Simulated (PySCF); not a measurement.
**Exercise with solution: oscillator strength and radiative lifetime**

C4H10Si, SMILES C/C=C/C[SiH3].

Coordinates come from a r2SCAN-D4/def2-SVP optimisation. The values are those of a single conformer.

TDDFT-PBE/def2-SVPD (PySCF) puts the first singlet state with f over 0.02 at 6.04 eV (vertical), with the transition dipole (-1.430, 0.113, -0.300) in atomic units.

Task: Find the oscillator strength, the wavelength and the radiative lifetime that this transition would have in vacuum if emission retraced absorption.

Result: 
|μ|² = 2.1477 au, so |μ| = 3.72 D. ΔE = 6.04/27.211 = 0.2220 hartree. f = (2/3) ΔE |μ|² = 0.318 (the program prints 0.318).
λ = 1239.84/6.04 = 205 nm; ν = 48716 cm⁻¹.
Einstein's coefficient A = 0.6670 ν² f s⁻¹ (ν in cm⁻¹) = 5.0e8 s⁻¹, so τ = 1/A = 2.0 ns. This state is S2; the lower singlet has f = 0.003. The figure is the radiative limit of this one transition; relaxation, internal conversion, crossing to triplets and a medium change what is measured.
